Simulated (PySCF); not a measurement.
In(NH2)3 (H₆InN₃), SMILES [NH2][In]([NH2])[NH2]. Geometry: B3LYP-D3(BJ)/def2-SVP. The def2 effective core potentials stand for the cores of In; spin–orbit coupling is left out. The values are those of a single conformer.

Computed equilibrium geometry at B3LYP-D3(BJ)/def2-SVP (PySCF confirms it by a frequency run) as Cartesian coordinates in Å, and its point group (one conformer of several):
point group Cs.
```xyz
10

In     0.0132    -0.0040     0.0000
N      0.0829     2.0503     0.0000
H     -0.3257     2.4935     0.8222
H     -0.3257     2.4935    -0.8222
N     -0.1184    -1.0102     1.7874
H      0.3117    -0.5330     2.5790
H      0.2303    -1.9679     1.7781
N     -0.1184    -1.0102    -1.7874
H      0.2303    -1.9679    -1.7781
H      0.3117    -0.5330    -2.5790
```
Charge 0, spin multiplicity 1.
